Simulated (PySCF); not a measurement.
## Orbital picture of CdIn⁺

BHandHLYP at R = 3.237 Å; Cd def2-SVP with ECP28, In def2-SVP with ECP28; scalar-relativistic core potentials (PySCF 2.14). State: ¹Σ⁺ (singlet), closed shell. Only the outer orbitals are listed, counted within each symmetry, core potentials removing the inner ones.

```csv
orbital,occ.,ε (eV),on Cd (%),main shells (%)
6σ,2,-21.05,99,99 Cd d
4π,2,-21.00,100,100 Cd d
4π,2,-21.00,100,100 Cd d
2δ,2,-20.96,100,100 Cd d
2δ,2,-20.96,100,100 Cd d
7σ,2,-15.80,8,91 In s
8σ,2,-11.72,80,"80 Cd s, 12 In p"
5π,0,-6.25,8,92 In p
5π,0,-6.25,8,92 In p
9σ,0,-6.11,37,"63 In p, 21 Cd p, 15 Cd s"
```

Which are the highest filled and the lowest empty level, where do they sit, and how wide is the gap?

Highest filled 8σ at -11.72 eV (in %: 80 Cd s, 12 In p); lowest empty 5π at -6.25 eV (in %: 92 In p); the gap at BHandHLYP is 5.47 eV.

* bond order (Mayer): 0.48
* ⟨S²⟩: 0.000
* charge on Cd (Mulliken, basis-dependent): 0.26
* charge on Cd (Löwdin, basis-dependent): 0.30
* dipole moment (positive dipole points towards In; it is taken about the centre of mass and depends on that origin): 2.48 D

Closed-shell solutions of metal pairs were not tested for spin polarisation, which can lower them a little. Spin–orbit coupling is left out.
